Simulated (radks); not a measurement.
Question: Species: S-. Configuration: [Ne] 3s2 3p5. Method: scalar-relativistic Kohn-Sham, LDA (Slater exchange, Perdew-Wang correlation), spin-polarised, spherical densities, finite nucleus; open shells are filled with parallel spins first; Fermi nuclear charge, rms radius 3.2611 fm; hard spherical wall at 5 bohr; computed with a radial shooting solver on a logarithmic mesh with Libxc functionals. Some entries of the table are withheld. Estimate them.

| orbital | occ. | eigenvalue (hartree) | <r^2> (bohr^2) | r(max) (bohr) |
|---|---|---|---|---|
| 1s up | 1 | -87.60039 | 0.01270 | 0.06348 |
| 1s down | 1 | -87.59548 | 0.01270 | 0.06347 |
| 2s up | 1 | -7.26330 | 0.2759 | 0.3895 |
| 2s down | 1 | -7.25786 | 0.2757 | 0.3895 |
| 2p up | 3 | -5.26798 | 0.2467 | 0.3255 |
| 2p down | 3 | -5.26122 | 0.2464 | 0.3256 |
| 3s up | 1 | -0.22475 | 3.541 | 1.430 |
| 3s down | 1 | -0.19718 | 3.576 | 1.431 |
| 3p up | 3 | (1) | (2) | 1.663 |
| 3p down | 2 | (3) | (4) | 1.672 |
| 3d up | 0 | 0.57793 | 7.981 | 2.795 |
| 3d down | 0 | 0.59661 | 8.113 | 2.841 |
| 4s up | 0 | 0.61366 | 10.29 | 3.455 |
| 4s down | 0 | 0.62744 | 10.31 | 3.466 |
| 4p up | 0 | 0.81246 | 9.872 | 3.618 |
| 4p down | 0 | 0.82761 | 9.842 | 3.628 |

Answer: 
(1) 3p up eigenvalue (hartree): 0.13512
(2) 3p up <r^2> (bohr^2): 4.949
(3) 3p down eigenvalue (hartree): 0.16001
(4) 3p down <r^2> (bohr^2): 5.033
